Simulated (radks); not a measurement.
Values are calculated unless marked as measured or tabulated.
Correlation energies from several functionals, in hartree. Species: K+ [Ar]; Sb [Kr] 4d10 5s2 5p3. Level of theory: non-relativistic Kohn-Sham, PBE, spin-polarised, spherical densities, point nucleus (a radial shooting solver on a logarithmic mesh with Libxc functionals). Every spin shell is full or empty, so the densities are truly spherical. Functionals are evaluated on that one density, not self-consistently.

| functional | K+ | Sb |
|---|---|---|
| PW92 | -1.4710 | -4.8336 |
| PZ | -1.4685 | -4.8305 |
| Wigner | -0.93957 | -2.6493 |
| PBE | -0.72443 | -2.7024 |
| PBEsol | -0.83994 | -3.0585 |
| LYP | -0.77195 | -2.5542 |
| PW91 | -0.79236 | -2.9194 |
| AM05 | -1.3380 | -4.5055 |
| OP (B88) | -0.74901 | -2.4749 |
| SCAN | -0.70940 | -2.6999 |
| Tao-Mo | -0.67017 | -2.6092 |
